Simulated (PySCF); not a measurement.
# Electron correlation in S (sulfur, neutral)

[Ne] 3s2 3p4, high-spin 3P determinant. Calculation: PySCF 2.14, in x2c-TZVPPall with one added diffuse shell each of s, p, d type (6s6p4d1f, 51 functions); the spin-free X2C one-electron Hamiltonian (Gaussian nucleus). Frozen: [Ne]; 6 electrons correlated.

| level | correlation energy (mhartree) |
| --- | --- |
| CCSD | -140.49 |
| (T) | -4.89 |
| CCSD(T) | -145.38 |

Diagnostics: T1 = 0.010, D1 = 0.0318, largest double amplitude 0.041.

Cost of the coupled-cluster step: about 1.3 core-seconds, for 6 correlated electrons.

Iterations:

```
CC2 = 0
CCSD nocc = (np.int64(4), np.int64(2)), nmo = (46, 46)
frozen orbitals [[0, 1, 2, 3, 4], [0, 1, 2, 3, 4]]
max_cycle = 100
direct = 0
conv_tol = 1e-08
conv_tol_normt = 1e-06
diis_space = 8
diis_start_cycle = 0
Init t2, MP2 energy = -0.117153192825302
Init E_corr(UCCSD) = -0.117153192825587
cycle = 1  E_corr(UCCSD) = -0.134643865505902  dE = -0.0174906727  norm(t1,t2) = 0.0462827
cycle = 2  E_corr(UCCSD) = -0.138610347759814  dE = -0.00396648225  norm(t1,t2) = 0.0156779
cycle = 3  E_corr(UCCSD) = -0.140544049749962  dE = -0.00193370199  norm(t1,t2) = 0.00664967
cycle = 4  E_corr(UCCSD) = -0.14048364553098  dE = 6.0404219e-05  norm(t1,t2) = 0.00105102
cycle = 5  E_corr(UCCSD) = -0.140485161116425  dE = -1.51558545e-06  norm(t1,t2) = 0.000246834
cycle = 6  E_corr(UCCSD) = -0.140486299749886  dE = -1.13863346e-06  norm(t1,t2) = 8.70658e-05
cycle = 7  E_corr(UCCSD) = -0.140486323643617  dE = -2.38937309e-08  norm(t1,t2) = 3.15999e-05
cycle = 8  E_corr(UCCSD) = -0.140486395183078  dE = -7.15394615e-08  norm(t1,t2) = 9.01921e-06
cycle = 9  E_corr(UCCSD) = -0.140486301237869  dE = 9.39452091e-08  norm(t1,t2) = 1.92614e-06
cycle = 10  E_corr(UCCSD) = -0.140486312030686  dE = -1.07928166e-08  norm(t1,t2) = 4.99193e-07
cycle = 11  E_corr(UCCSD) = -0.140486313052933  dE = -1.02224773e-09  norm(t1,t2) = 1.27354e-07
UCCSD converged
E(UCCSD) = -398.7254100872814  E_corr = -0.1404863130529333
UCCSD(T) correction = -0.00488589481193287
```
